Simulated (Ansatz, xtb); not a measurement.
**Two isomers of C6H5N3**

We compare I, `Cc1nccnc1C#N`, a singlet, with II, `c1ccc2n[nH]nc2c1`, a singlet. Both are isolated molecules in the gas phase, relaxed with r2SCAN-D4/def2-SVP.

Quicker runs give these differences E(II) − E(I): GFN2-xTB −0.674 eV; HF/STO-3G +0.453 eV (at GFN2-xTB geometries); r2SCAN-D4/def2-SVP//GFN2-xTB −0.252 eV.

Problem. Estimate E(II) − E(I) at the level CCSD(T)/def2-SVP + ΔMP2/def2-TZVPP.

Solution. Calculated at CCSD(T)/def2-SVP + ΔMP2/def2-TZVPP: E(II) − E(I) = +0.223 eV, so structure I lies lower.

The same difference at several levels:

```tsv
level	geometry	E(II) − E(I) (eV)	departure from the last row (eV)	job, with rough time for the two
GFN2-xTB	GFN2-xTB	−0.674	−0.897	optimisation, 0.21 s
HF/STO-3G	GFN2-xTB	+0.453	+0.231	single point, 0.7 s
r2SCAN-D4/def2-SVP//GFN2-xTB	GFN2-xTB	−0.252	−0.475	single point, 4.1 s
r2SCAN-D4/def2-SVP	r2SCAN-D4/def2-SVP	−0.247	−0.470	optimisation, 25 s
HF/def2-SVP	r2SCAN-D4/def2-SVP	+0.800	+0.578	part of the CCSD(T) run
MP2/def2-SVP	r2SCAN-D4/def2-SVP	+0.186	−0.037	part of the CCSD(T) run
CCSD(T)/def2-SVP	r2SCAN-D4/def2-SVP	+0.367	+0.144	single point
CCSD(T)/def2-SVP + ΔMP2/def2-TZVPP	r2SCAN-D4/def2-SVP	+0.223		single point, 93 s
```

As drawn, II has 4 C∷C, 2 N∷N, 1 N–H in place of 2 C–C, 2 C∷N, 1 C≡N, 1 C–H (∷ is an aromatic bond). Structure I has a 6-membered ring (with an aromatic ring), II a 5-membered ring and a 6-membered ring (with an aromatic ring).

GFN2-xTB, r2SCAN-D4/def2-SVP//GFN2-xTB, r2SCAN-D4/def2-SVP put the two in the other order. The largest departure from CCSD(T)/def2-SVP + ΔMP2/def2-TZVPP is that of GFN2-xTB, 0.897 eV. The last row adds to CCSD(T) the change of the MP2 difference between the two basis sets, here −0.144 eV, a large step that makes the value less sure.

With thermal terms from frequencies at re-optimised GFN2-xTB minima (ideal gas, soft modes damped towards free rotors, one conformer each, 298.15 K, 1 atm): on the last row, ΔE + ΔZPE = +0.337, ΔH = +0.280, ΔG = +0.437 eV.

The correlated steps freeze 9 core orbitals. Codes used: Ansatz 0.2.0, xtb 6.7.1; the last row on 4 threads of Intel(R) Xeon(R) Platinum 8259CL CPU @ 2.50GHz (Skylake/Cascade Lake) on a shared host.
